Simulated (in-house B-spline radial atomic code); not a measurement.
Whole-atom quantities along the 25-electron series, configuration [Ar] 3d7. Computed with a B-spline radial code for spherical atoms: non-relativistic Hartree-Fock, average of the configuration, point nuclei.

This level leaves out relativity, spin-orbit splitting included, which matters for heavy ions.

```tsv
ion	Z	E/Z² (Eh)	Σ<r²> (bohr²)	n(0)/Z³ (bohr⁻³)	Lamb diamagnetic shielding (ppm)	repulsion over attraction
Eu38+	63	-2.3773	1.0096	0.70952	5784.11	0.08078
Gd39+	64	?	?	?	?	?
Tb40+	65	-2.3901	0.93433	0.71036	5985.34	0.078514
Dy41+	66	-2.3963	0.89985	0.71076	6085.95	0.077427
Ho42+	67	-2.4023	0.86724	0.71115	6186.57	0.076368
Er43+	68	-2.4082	0.83639	0.71153	6287.18	0.075338
Tm44+	69	-2.4139	0.80717	0.7119	6387.79	0.074334
Yb45+	70	-2.4194	0.77946	0.71227	6488.4	0.073356
Lu46+	71	-2.4248	0.75316	0.71262	6589.01	0.072403
Hf47+	72	?	?	?	?	?
Ta48+	73	?	?	?	?	?
W49+	74	-2.4402	0.68183	0.71363	6890.82	0.069685
```

Problem. Fill in the row of Gd39+.

Solution. E/Z² (Eh): -2.3838; Σ<r²> (bohr²): 0.97086; n(0)/Z³ (bohr⁻³): 0.70994; Lamb diamagnetic shielding (ppm): 5884.73; repulsion over attraction: 0.079631.

Problem. Fill in the row of Hf47+.

Solution. E/Z² (Eh): -2.4301; Σ<r²> (bohr²): 0.72818; n(0)/Z³ (bohr⁻³): 0.71296; Lamb diamagnetic shielding (ppm): 6689.61; repulsion over attraction: 0.071474.

Problem. Fill in the row of Ta48+.

Solution. E/Z² (Eh): -2.4352; Σ<r²> (bohr²): 0.70443; n(0)/Z³ (bohr⁻³): 0.7133; Lamb diamagnetic shielding (ppm): 6790.22; repulsion over attraction: 0.070568.

Problem. With what power of Z does the column «Σ<r²> (bohr²)» change over this range?

Solution. A fit of the logarithm of its size against log Z from Z = 63 to 74 has slope -2.44. Unscreened non-relativistic hydrogenic orbitals would give -2.
